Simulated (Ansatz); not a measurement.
Harmonic frequencies (cm⁻¹) at PBE0-D4/def2-TZVP from Ansatz: 122, 122, 172, 172, 189, 414, 661, 677, 677.

**Question.** Which molecule is it?
A. `[F][Sn]([F])([F])[Cl]`
B. `N#[C][Sn]([Cl])([Cl])[Cl]`
C. `[F][Sn]([F])([Br])[Br]`
D. `[F][Sn]([F])([Cl])[Cl]`

**Answer.** A.
